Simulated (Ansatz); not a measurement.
System: CH7ClNSi2 (charge -1, singlet). It need not be the lowest isomer of its formula. Whether it binds its extra electron was not tested at this geometry. 
Coordinates optimised at B3LYP-D3(BJ)/def2-TZVP (Ansatz, a program for electronic structure):
SMILES: [CH2-][Si@H](Cl)N[SiH3]
```xyz
12

Si     0.6047     0.2202    -0.5284
C      1.2665    -1.3659    -0.7795
Cl     1.3505     1.7484     0.9423
N     -1.0233     0.1018     0.1017
Si    -1.9615    -1.3123    -0.1182
H      0.6746     1.0915    -1.7346
H      2.0369    -1.5145    -1.5317
H      1.2733    -2.1118     0.0107
H     -1.3604     0.8170     0.7281
H     -3.3010    -1.0222     0.5009
H     -1.4902    -2.5486     0.5611
H     -2.2327    -1.6622    -1.5356
```
Charge -1, spin multiplicity 1.

Basis-set convergence of Hartree-Fock and CCSD(T) correlation energies (hartree) with Ansatz. Correlated levels leave the core frozen unless marked. Spin-orbit coupling is left out. Non-relativistic.

| basis | functions | E(HF) | E(corr, CCSD(T)) |
|---|---|---|---|
| aug-cc-pV(D+d)Z | 205 | -1133.87711 | -0.80249 |
| aug-cc-pV(T+d)Z | 418 | -1133.94485 | -0.96077 |
| aug-cc-pV(Q+d)Z | 749 | -1133.96041 | -1.01093 |

Extrapolating the two largest sets (X = 3 and 4) as X^-3: E(corr) = (64·(-1.01093) - 27·(-0.96077))/37 = -1.0475 Eh, an estimate of the basis-set limit. The largest set recovers 96.5 % of it, the smallest 76.6 %.
